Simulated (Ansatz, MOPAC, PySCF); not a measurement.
Pair of molecules: CH4 (SMILES C) (first 5 atoms) with CH6Si (SMILES C[SiH3]); geometry from B3LYP-D3(BJ)/def2-TZVP, rigid monomers moved along the line of their centres of mass till C1···Si7 is 4.50 Å.
(charge 0, multiplicity 1):
```xyz
13

C     -0.087     0.012     0.321
H     -0.334    -0.401    -0.656
H      0.572    -0.675     0.849
H      0.412     0.972     0.192
H     -1.002     0.151     0.896
C      0.603     1.137     4.564
Si    -0.200    -0.543     4.787
H      0.690     1.388     3.506
H      1.604     1.150     4.999
H      0.013     1.917     5.050
H     -1.562    -0.557     4.198
H     -0.314    -0.878     6.228
H      0.603    -1.601     4.127
```

Interaction energies are E(AB) − E(A) − E(B) at the monomers' geometry in the complex; basis-set methods are counterpoise corrected. Rows marked so take none.

Correlated levels freeze the cores. Rows in 3-21G, 6-31G* carry no dispersion term and start afresh at each structure (6-31G* with six Cartesian d functions). The state that AM1, PM6, PM7 reach isn't checked; PM7 holds dispersion and hydrogen-bond terms.

Codes used: Ansatz (a program for electronic structure) with Gaussian orbitals; MOPAC for AM1, PM6, PM7 (differences of heats of formation); PySCF for 3-21G rows, 6-31G* rows. Each number belongs to the level named beside it.

```csv
level,interaction energy (kcal/mol)
AM1,0.07
PM6,-0.13
PM7,-0.50
PBE/def2-TZVPPD,-0.33
BP86/6-31G* (no counterpoise),0.25
B3LYP/3-21G (no counterpoise),-0.32
B3LYP/6-31G*,?
MP2/aug-cc-pV(D+d)Z,-0.61
CCSD(T)/aug-cc-pV(D+d)Z,-0.64
```

**Question.** Fill in the missing entries.

**Answer.** 
- B3LYP/6-31G*, interaction energy (kcal/mol): 0.17
